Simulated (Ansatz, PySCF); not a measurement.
Gas-phase reaction (SMILES): C[SiH](C)O[SiH3] → [O][SiH3] + C[SiH]C; the O-Si bond at the site shown breaks (other sites are not compared here).

Structures are relaxed separately at B3LYP-D3(BJ)/def2-TZVP in Ansatz (a quantum-chemistry and plane-wave program), one conformer each, not searched for the lowest. Correlated levels leave the core frozen unless marked. UHF or UKS for open shells. No spin-orbit coupling. No relativistic terms. CBS(X,Y): correlation extrapolated as X^-3; Hartree-Fock from the larger set. [CCSD(T)-MP2]/basis is that difference in the basis named. Thermal terms are rigid-rotor harmonic-oscillator values from B3LYP-D3(BJ) frequencies (Ansatz or PySCF) at 298.15 K and 1 atm. 1 Eh = 627.5095 kcal/mol.

| species | E, RI-MP2/CBS(aug-cc-pV(T+d)Z,aug-cc-pV(Q+d)Z)+[CCSD(T)-MP2]/aug-cc-pV(T+d)Z (Ansatz) (Eh) | E, r2SCAN-D4/def2-TZVPD (Ansatz + dftd4) (Eh) | H - E (Eh) |
|---|---|---|---|
| C[SiH](C)O[SiH3] | -735.56464 | -736.49049 | 0.12262 |
| [O][SiH3] | -365.98546 | -366.44119 | 0.03015 |
| C[SiH]C | -369.35589 | -369.84322 | 0.08696 |

Problem. Work out ΔE and ΔH at 298.15 K at the first level, then ΔH at the second.

Solution. 
1. ΔE = [(-365.98546) + (-369.35589)] - [(-735.56464)] = 0.22329 Eh = 140.1 kcal/mol at RI-MP2/CBS(aug-cc-pV(T+d)Z,aug-cc-pV(Q+d)Z)+[CCSD(T)-MP2]/aug-cc-pV(T+d)Z.
2. The terms H - E add up to -0.00551 Eh, so ΔH = (0.22329 + (-0.00551))×627.5095 = 136.7 kcal/mol.
3. At r2SCAN-D4/def2-TZVPD the same steps give ΔE = 129.3 and ΔH = 125.9 kcal/mol, a shift of -10.8 from the first level.
4. These values are not checked against measurement here, since the tables used lack a sound gas-phase enthalpy of formation for at least one species.
